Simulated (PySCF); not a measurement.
A PySCF script (with the pyscf-properties extension) for the NMR shieldings of `InChI=1S/C6H9FSSi/c1-3-4-5(2)6(7)9-8/h8H,9H2,1-2H3/b6-5-`, on a GFN2-xTB geometry:

```python
import basis_set_exchange as bse
import numpy as np
from pyscf import gto, dft
from pyscf.prop import nmr

atoms = """
C    -2.365024   -1.968388    0.617093
C    -1.519171   -0.851633    0.275670
C    -0.779551    0.055704   -0.005445
C     0.048472    1.157123   -0.316288
C    -0.590597    2.512582   -0.316489
C     1.343926    0.929083   -0.578982
F     2.143663    1.996099   -0.878142
Si    2.230075   -0.733649   -0.657003
S     1.915506   -1.873297    1.144181
H    -1.878510   -2.571742    1.383494
H    -3.324836   -1.615021    0.993343
H    -2.533906   -2.589288   -0.262766
H    -1.453799    2.515496   -0.981107
H    -0.940620    2.757716    0.686417
H     0.116781    3.270948   -0.642403
H     3.656678   -0.464659   -0.789296
H     1.682709   -1.600967   -1.688222
H     2.239446   -0.919791    2.004288
"""
names = dict.fromkeys(["C", "F", "Si", "S", "H"], "pcSseg-1")
basis = {el: gto.basis.parse(bse.get_basis(n, elements=[el], fmt="nwchem")) for el, n in names.items()}
mol = gto.M(atom=atoms, basis=basis, charge=0, verbose=0)
mf = dft.RKS(mol, xc="PBE0")
mf.grids.level = 2
mf.grids.alignment = dft.numint.BLKSIZE   # the property module wants whole blocks of grid points
mf.conv_tol = 1e-9
mf.kernel()

calc = nmr.RKS(mf)   # GIAO
C = mf.mo_coeff
Co = C[:, mf.mo_occ > 0]
resp = mf.gen_response(singlet=True, hermi=2)
def vind(x):   # induced exchange potential for any number of trial vectors
    d = np.einsum("pi,xij,qj->xpq", C, 2 * x.reshape(-1, C.shape[1], Co.shape[1]), Co, optimize=True)
    return np.einsum("xpq,pi,qj->xij", resp(d - d.transpose(0, 2, 1)), C, Co, optimize=True).ravel()
mo1, _ = nmr.rhf.solve_mo1(calc, with_cphf=vind)
sigma = calc.kernel(mo1)
for i, s in enumerate(sigma):   # ppm
    w = np.linalg.eigvalsh((s + s.T) / 2)
    print("%2d %-2s iso %8.1f  s11 %8.1f  s22 %8.1f  s33 %8.1f" % (i, mol.atom_pure_symbol(i), w.mean(), *w))
```

Q: What are the results?

A: 
```
 0 C  iso    180.7  s11    173.4  s22    174.0  s33    194.7
 1 C  iso     76.5  s11     10.2  s22     21.0  s33    198.2
 2 C  iso    104.0  s11     16.6  s22     19.9  s33    275.5
 3 C  iso     57.7  s11    -57.1  s22     79.4  s33    150.7
 4 C  iso    168.6  s11    149.5  s22    170.9  s33    185.4
 5 C  iso     11.1  s11    -81.2  s22     42.8  s33     71.6
 6 F  iso    275.6  s11    184.2  s22    249.5  s33    393.1
 7 Si iso    392.9  s11    348.8  s22    412.4  s33    417.6
 8 S  iso    749.2  s11    642.2  s22    700.7  s33    904.5
 9 H  iso     29.4  s11     24.0  s22     28.9  s33     35.2
10 H  iso     29.5  s11     24.3  s22     27.5  s33     36.7
11 H  iso     29.5  s11     24.5  s22     27.6  s33     36.4
12 H  iso     30.1  s11     25.6  s22     28.4  s33     36.2
13 H  iso     30.0  s11     25.8  s22     28.1  s33     36.1
14 H  iso     29.0  s11     23.8  s22     29.2  s33     34.1
15 H  iso     26.6  s11     22.1  s22     25.3  s33     32.4
16 H  iso     26.7  s11     23.8  s22     24.6  s33     31.7
17 H  iso     31.5  s11     24.2  s22     27.8  s33     42.5
```

These numbers come from an equivalent density-fitted implementation of the same equations, which agrees with the script to about 0.01 ppm for H and up to a few tenths of a ppm for heavy atoms, so last digits may differ.

Q: Turn these shieldings into chemical shifts. Scale: $^{13}$C (186.93 ppm) and $^{29}$Si (349.16 ppm) and $^{1}$H (31.72 ppm) against TMS; $^{19}$F (170.95 ppm) vs CFCl3; $^{33}$S (503.73 ppm) against CS2 (reference shieldings calculated alike).

A: Averaging equivalent atoms: C 5: 175.9; C 3: 129.2; C 1: 110.4; C 2: 82.9; C 4: 18.3; C 0: 6.2; F 6: -104.7; Si 7: -43.8; S 8: -245; H 15/16: 5.08; H 9/10/11: 2.28; H 12/13/14: 2.02; H 17: 0.22 ppm. Unscaled 19F shifts against computed CFCl3 carry errors that often reach 10 to 50 ppm.

Size and cost of the density-fitted run: 212 basis functions, 71 s wall time on 1 thread of an Arm Neoverse N1, shared host; peak memory 0.95 GiB.
